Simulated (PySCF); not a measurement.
Species: (HAlAsH)3 ring, Al3As3H6.
Structure used (PBE0-D3(BJ)/def2-SVP), in Å, numbered top down from 1:
```xyz
12
Al3As3H6 angstrom
Al    -0.2763    0.1513   -1.7212
H     -0.6815    0.1616   -3.2530
As    -1.0906    1.8973   -0.1763
Al     0.2122    0.7905    1.5205
H      1.5486    1.3197    2.1892
As    -0.6363   -1.3991    2.3844
Al    -0.0445   -1.7574    0.1047
H     -1.2511   -1.2807   -0.9960
As     1.8194   -1.2289   -1.2530
H      0.0876    2.8110   -0.5266
H     -2.0452   -1.0796    1.8744
H      2.4732   -0.4685   -0.0962
```

Method used: PySCF 2.14.0, PBE0-D3(BJ)/def2-SVP geometry optimisation, gas phase.

(1) Which atoms are bound to Al1, and at what distances?

(2) List the angles at Al1.

(3) What is the shape at Al1?

(4) What are the other bond lengths?

(5) Give some angles away from the centre.

(6) What are the rotational constants (commonest isotopes, rigid rotor)?

Results:

(1) 3 atoms: H2 1.585 Å, As3 2.470 Å, As9 2.553 Å. The nearest atom not counted as bound is H8, at 1.88 Å.

(2) 
```tsv
angle	degrees	distance of the outer atoms (Å)
As3–Al1–As9	122.6	4.40
H2–Al1–As3	121.1	3.56
H2–Al1–As9	113.0	3.49
```

(3) Almost planar: angles 122.6°, 121.1° and 113.0°, sum 356.6°, 0.22 Å off the plane of its three neighbours. The Al–As distances aren't all alike: 2.470 to 2.553 Å.

(4) As3–Al4 2.409 Å; As3–H10, As6–H11, As9–H12 1.532 Å; Al4–As6 2.502 Å; As6–Al7 2.382 Å; Al7–H8 1.701 Å; Al7–As9 2.366 Å.

(5) Al1–As3–Al4 86.4°, As3–Al4–As6 117.5°, Al4–As6–Al7 73.6°, As6–Al7–As9 135.3°, Al1–As9–Al7 65.1°.

(6) A = 579.5, B = 539.1, C = 316.0 MHz: an asymmetric top.

Point group: C1 (no symmetry element, even within 0.4 Å). Charge 0, singlet. PBE0-D3(BJ)/def2-SVP frequencies: not computed here.

One conformer stands for the species.
